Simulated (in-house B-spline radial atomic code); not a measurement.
## Co²⁺: [Ne] 3s2 3p5 3d8 (an excited or competing configuration)

All numbers are computed (non-relativistic B3LYP, spin-polarised, spherical fractional occupations, exact exchange averaged over the configuration; point nucleus) with a B-spline radial code for spherical atoms, not measured.

Z_r = [3n² - l(l+1)]/(2<r>); Z_e = n√(-2ε); the last column is Slater's effective charge. Values are occupation-weighted means over spin.

```json
{"shell": "1s", "electrons": "2", "ε (eV)": "-7578.4", "<r> (bohr)": "0.0569", "Z_r": "26.36", "Z_e": "23.60", "Slater": "26.70"}
{"shell": "2s", "electrons": "2", "ε (eV)": "-916.95", "<r> (bohr)": "0.2584", "Z_r": "23.22", "Z_e": "16.42", "Slater": "22.85"}
{"shell": "2p", "electrons": "6", "ε (eV)": "-798.72", "<r> (bohr)": "0.226", "Z_r": "22.12", "Z_e": "15.32", "Slater": "22.85"}
{"shell": "3s", "electrons": "2", "ε (eV)": "-124.24", "<r> (bohr)": "0.7828", "Z_r": "17.25", "Z_e": "9.07", "Slater": "16.10"}
{"shell": "3p", "electrons": "5", "ε (eV)": "-89.196", "<r> (bohr)": "0.818", "Z_r": "15.28", "Z_e": "7.68", "Slater": "16.10"}
{"shell": "3d", "electrons": "8", "ε (eV)": "-30.51", "<r> (bohr)": "1.001", "Z_r": "10.49", "Z_e": "4.49", "Slater": "7.55"}
```

The least bound orbital is 3d down at -28.22 eV, and it is also the most diffuse (<r> = 1.032 bohr).
